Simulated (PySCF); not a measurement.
H₃As, charge +1, doublet, at a GFN2-xTB geometry (a state made from the parent by changing its charge; the spin is typed, not shown lowest); B3LYP5/def2-TZVP (PySCF).

The PySCF input:
```python
from pyscf import gto, scf, dft

mol = gto.M(
    atom='''
As   -0.00081235   -0.00009111    0.04565690
H    -0.80100351   -1.13200543   -0.51889760
H    -0.56717943    1.26907846   -0.50994607
H     1.39499045   -0.13406654   -0.47783411
''',
    basis='def2-tzvp',
    charge=1,
    spin=1,
    verbose=4,
)

mf = dft.UKS(mol)
mf.xc = 'b3lyp5'
mf.grids.atom_grid = (99, 590)
mf.grids.prune = None
mf.kernel()
```

Question: Write the output that PySCF gives for this input, abridged.

Answer: 
```
PySCF version 2.14.0

[INPUT] verbose = 4
[INPUT] num. atoms = 4
[INPUT] num. electrons = 35
[INPUT] charge = 1
[INPUT] spin (= nelec alpha-beta = 2S) = 1
[INPUT] symmetry False subgroup None
[INPUT] Mole.unit = angstrom
[INPUT] Symbol           X                Y                Z      unit          X                Y                Z       unit  Magmom
[INPUT]  1 As    -0.000812350000  -0.000091110000   0.045656900000 AA   -0.001535119017  -0.000172172947   0.086279036697 Bohr   0.0
[INPUT]  2 H     -0.801003510000  -1.132005430000  -0.518897600000 AA   -1.513677258715  -2.139180234221  -0.980574350694 Bohr   0.0
[INPUT]  3 H     -0.567179430000   1.269078460000  -0.509946070000 AA   -1.071813786187   2.398210719985  -0.963658410598 Bohr   0.0
[INPUT]  4 H      1.394990450000  -0.134066540000  -0.477834110000 AA    2.636149896884  -0.253349043068  -0.902975600875 Bohr   0.0

nuclear repulsion = 35.6596102551233
number of shells = 28
number of NR pGTOs = 127
number of NR cGTOs = 66
basis = def2-tzvp
ecp = {}

******** <class 'pyscf.dft.uks.UKS'> ********
method = UKS
initial guess = minao
damping factor = 0
level_shift factor = 0
DIIS = <class 'pyscf.scf.diis.CDIIS'>
diis_start_cycle = 1
diis_space = 8
diis_damp = 0
SCF conv_tol = 1e-09
SCF conv_tol_grad = None
SCF max_cycles = 50
direct_scf = True
direct_scf_tol = 1e-13
number electrons alpha = 18  beta = 17
XC library pyscf.dft.libxc version 7.1.2
    S. Lehtola, C. Steigemann, M. J. T. Oliveira, and M. A. L. Marques,  SoftwareX 7, 1–5 (2018)
XC functionals = b3lyp5
    P. A. M. Dirac,  Math. Proc. Cambridge Philos. Soc. 26, 376 (1930)
    F. Bloch,  Z. Phys. 57, 545 (1929)
    A. D. Becke,  Phys. Rev. A 38, 3098 (1988)
    C. Lee, W. Yang, and R. G. Parr,  Phys. Rev. B 37, 785 (1988)
    B. Miehlich, A. Savin, H. Stoll, and H. Preuss,  Chem. Phys. Lett. 157, 200 (1989)
    S. H. Vosko, L. Wilk, and M. Nusair,  Can. J. Phys. 58, 1200 (1980)
radial grids:
    Treutler-Ahlrichs [JCP 102, 346 (1995); DOI:10.1063/1.469408] (M4) radial grids

becke partition: Becke, JCP 88, 2547 (1988); DOI:10.1063/1.454033
pruning grids: None
grids dens level: 3
symmetrized grids: False
atomic radii adjust function: <function treutler_atomic_radii_adjust>
User specified grid scheme (99, 590)
small_rho_cutoff = 0
Set gradient conv threshold to 3.16228e-05
tot grids = 233640
init E= -2236.71151009002

cycle= 1 E= -2237.17851445311  delta_E= -0.467  |g|= 0.374  |ddm|= 1.05
cycle= 2 E= -2237.18309903017  delta_E= -0.00458  |g|= 0.407  |ddm|= 0.469
cycle= 3 E= -2237.210618515  delta_E= -0.0275  |g|= 0.01  |ddm|= 0.194
cycle= 4 E= -2237.21068355804  delta_E= -6.5e-05  |g|= 0.00407  |ddm|= 0.0194
cycle= 5 E= -2237.21069311279  delta_E= -9.55e-06  |g|= 0.000627  |ddm|= 0.00568
cycle= 6 E= -2237.21069338082  delta_E= -2.68e-07  |g|= 0.000131  |ddm|= 0.000779
cycle= 7 E= -2237.21069339877  delta_E= -1.79e-08  |g|= 6.05e-05  |ddm|= 0.000223
cycle= 8 E= -2237.21069340272  delta_E= -3.96e-09  |g|= 1.54e-05  |ddm|= 9.53e-05
cycle= 9 E= -2237.21069340318  delta_E= -4.52e-10  |g|= 1.4e-06  |ddm|= 4.32e-05
Extra cycle  E= -2237.21069340319  delta_E= -9.09e-12  |g|= 5.61e-07  |ddm|= 3.04e-06
converged SCF energy = -2237.21069340319  <S^2> = 0.75134527  2S+1 = 2.0013448
```
